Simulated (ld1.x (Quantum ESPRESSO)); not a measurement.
## What the settings do to the PAW potential of rhodium

Base potential:

```json
{
  "Element": "rhodium",
  "Generator": "ld1.x (Quantum ESPRESSO) 7.5",
  "Type": "PAW",
  "Functional": "LDA (PZ)",
  "Relativity": "fully relativistic",
  "Frozen core": "[Kr]",
  "Valence charge": "9",
  "Reference configuration": "4d6 5s0 5p0 (charge +3)",
  "Partial waves": "5s (bound, empty): rcut 2.05, rcutus 2.25 bohr; 5s channel at -0.5 Ry: rcut 2.05, rcutus 2.25 bohr; 5p (bound, empty): rcut 2.05, rcutus 2.60 bohr; 5p channel at 2.75 Ry: rcut 2.05, rcutus 2.60 bohr; 4d (bound): rcut 1.10, rcutus 1.50 bohr; 4d channel at -1.8 Ry: rcut 1.10, rcutus 1.50 bohr",
  "Local potential": "all-electron potential smoothed inside 1.85 bohr (lloc = -1)",
  "Core correction": "a·sin(br)/r model core, default radius (core density twice the valence density)",
  "Augmentation charge": "BESSEL, radius 1.05 bohr"
}
```

Open shells are filled in proportion to 2j + 1 (rel_dist='average').

All-electron outer shells of the reference configuration (LDA (PZ), scalar-relativistic, ld1.x):

```tsv
shell	level (eV)	outermost node (bohr)	outermost maximum (bohr)
4p	-86.17	0.47	0.93
4d	-39.73	0.46	1.11
5s	-29.99	1.16	2.21
5p	-22.75	1.28	2.54
```

Cutoffs, loose and tight: the cutoffs (Ry, on a coarse ladder) from which the occupation-weighted sum of valence levels, in a spherical-Bessel basis at the reference potential, stays within 10 and 1 mRy of its value at 400 Ry. They do not see the model core or the augmentation charge, which bear on the density cutoff. Test errors are all-electron minus pseudo excitation energies from the reference, over the configurations 4d8 5s1 5p0; 4d8 5s0 5p0; 4d7 5s0 5p0; 4d8 5s0 5p1; 4d8.5 5s0.5 5p0; 4d7 5s1 5p0; 4d7 5s2 5p0. A dash means not determined; rows that change the core or the reference have their own tests.

Cutoffs are not given where the Bessel-basis levels miss the radial ones by over 6 mRy, ghosts where they miss by over 20 mRy; a channel whose overlap is not positive is not tested.

| change | outcome | bound ghosts | largest test error (meV) |
| --- | --- | --- | --- |
| base | generated | not determined | +2189 |
| local potential all-electron potential smoothed inside 1.12 bohr (lloc = -1) | generated | not determined | -395 |
| local potential all-electron potential smoothed inside 1.30 bohr (lloc = -1) | generated | not determined | -1685 |
| local potential all-electron potential smoothed inside 1.58 bohr (lloc = -1) | generated | not determined | -398 |
| local potential all-electron potential smoothed inside 1.96 bohr (lloc = -1) | generated | not determined | -397 |
| local potential all-electron potential smoothed inside 2.14 bohr (lloc = -1) | generated | not determined | -398 |
| local potential all-electron potential smoothed inside 2.46 bohr (lloc = -1) | generated | not determined | -399 |
| local potential all-electron potential smoothed inside 2.78 bohr (lloc = -1) | generated | not determined | test run stopped at test 1 of 7 (negative rho) |
| local potential all-electron potential smoothed inside 2.96 bohr (lloc = -1) | generated | not determined | test run stopped at test 1 of 7 (negative rho) |
